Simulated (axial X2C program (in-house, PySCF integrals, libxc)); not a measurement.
## Photoelectron levels of AsP by EOM-IP-CCSD

Computed with an in-house all-electron X2C program for linear molecules (integrals from PySCF): two-component X2C with atomic mean-field Coulomb and Gaunt terms, Gaussian nuclei, basis As dyall-cv3z, P dyall-v3z with contracted cores.

R = 1.989 Å (near the PBE0 minimum at charge 0 of the determinant lowest at the starting distance; the state shown can have its own minimum elsewhere).

Hartree–Fock spinors of AsP (one of each Kramers pair; a window near the gap, which can cut inner shells):

```
  ω  occupied  ε (eV)                    character
1/2       yes  -24.23    42% As s, 39% P s, 8% P p
1/2       yes  -16.78  32% P s, 31% As s, 17% As p
1/2       yes  -10.68   43% P p, 40% As p, 8% As s
1/2       yes   -9.71   48% As p, 46% P p, 3% As d
3/2       yes   -9.62   50% P p, 44% As p, 3% As d
1/2        no    0.32   43% P p, 42% As p, 8% As d
3/2        no    0.39   46% As p, 39% P p, 7% As d
1/2        no    3.28  46% As p, 25% P p, 12% As d
1/2        no    5.52   30% As s, 16% P d, 16% P p
1/2        no    5.97    63% As p, 26% P p, 5% P d
3/2        no    6.03    61% As p, 29% P p, 5% P d
```

Vertical ionisation energies of AsP to the states of AsP⁺:

```csv
Ω of AsP⁺,vertical IE (eV),above lowest (cm⁻¹),ionised spinor,one-hole weight
3/2,10.192,0,"50% P pπ, 44% As pπ",0.96
1/2,10.272,648,"42% As pπ, 42% P pπ",0.96
1/2,10.441,2006,"38% P pσ, 34% As pσ, 8% P sσ",0.94
1/2,14.863,37676,"33% P sσ, 30% As sσ, 19% As pσ",0.70
```

Q: How far does the lowest EOM-IP-CCSD energy lie from the Koopmans value −ε of the highest filled spinor?

A: 10.192 eV against 9.62 eV, a shift of 0.57 eV: relaxation of the final state lowers the energy and the loss of correlation raises it.

This point took 19 s on 1 thread of Arm Neoverse V2, on a shared host.

Reference electrons by ω block (each with its −ω partner): 1/2: 17, 3/2: 6, 5/2: 1. 10 electrons of AsP correlated (inner shells frozen), 94 natural virtual spinors (a truncated set); levels can be off by some tenths of an eV. Roots sought by Ω: (1/2: 4, 3/2: 3, 5/2: 1); rows need 60 % one-particle weight and stop where some Ω has no more roots. Missing are any skipped roots, higher Ω and states of a further excitation; these come out far too high here and may in truth be low or lowest. T1 of the reference 0.018 (Lee–Taylor). Number of frozen shells: As 3 s, 2 p, 1 d; P 2 s, 1 p.
